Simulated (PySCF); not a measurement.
**W⁺: excitation energy**

W⁺ [Xe] 4f14 5d4 6s1 (6D) → W⁺ [Xe] 4f14 5d4 6p1 (high-spin determinant), as a difference of total energies. Calculation: PySCF 2.14, in aug-cc-pwCVDZ-PP with ECP60MDF (6s6p5d3f, 70 functions); scalar relativity through the core potential. Correlated levels: valence and next inner shell: nothing frozen outside the core potential. The calculations carry no spin-orbit coupling.

```csv
method,excitation energy (cm⁻¹)
UHF,42231
MP2 (valence and next inner shell),45320
SCS-MP2 (valence and next inner shell),44318
CCSD (valence and next inner shell),44542
CCSD(T) (valence and next inner shell),44468
```

The determinant of the upper state mixes LS terms, which raises its energy above the lowest term, most at the Hartree-Fock and MP2 levels.
